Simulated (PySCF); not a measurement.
CH8GeO2SSi, SMILES [GeH3][S][Si](O)(C)O (CAM-B3LYP/def2-SVP optimised geometry):

```
14

Si    -0.616     0.988    -1.694
C      0.903     1.933    -1.242
O     -0.124    -0.255    -2.681
O     -1.686     2.002    -2.446
S     -1.668     0.165     0.000
Ge    -0.876    -1.924     0.000
H      1.323     2.420    -2.135
H      0.670     2.708    -0.498
H      1.668     1.264    -0.821
H     -0.792    -0.730    -3.186
H     -2.624     1.824    -2.323
H     -1.412    -2.546     1.295
H     -1.410    -2.708    -1.207
H      0.656    -1.924     0.000
```

Method: CAM-B3LYP/def2-TZVP (PySCF 2.14.0).

**Question.** What are the frontier orbital energies and the dipole moment?

**Answer.** HOMO-2 -10.42 eV, HOMO-1 -9.62 eV, HOMO -8.61 eV, LUMO 0.81 eV, LUMO+1 1.12 eV; dipole moment 1.37 D.

On the same geometry PBE/def2-TZVP (PySCF) gives HOMO-2 -7.50 eV, HOMO-1 -6.97 eV, HOMO -6.09 eV, LUMO -1.04 eV, LUMO+1 -0.54 eV; dipole moment 1.21 D.

Meta-Löwdin charges at CAM-B3LYP/def2-TZVP: Si1 1.28, C2 -0.62, O3 -0.76, O4 -0.76, S5 -0.46, Ge6 0.38, H7 0.14, H8 0.14, H9 0.14, H10 0.35, H11 0.36, H12 -0.06, H13 -0.07, H14 -0.06.
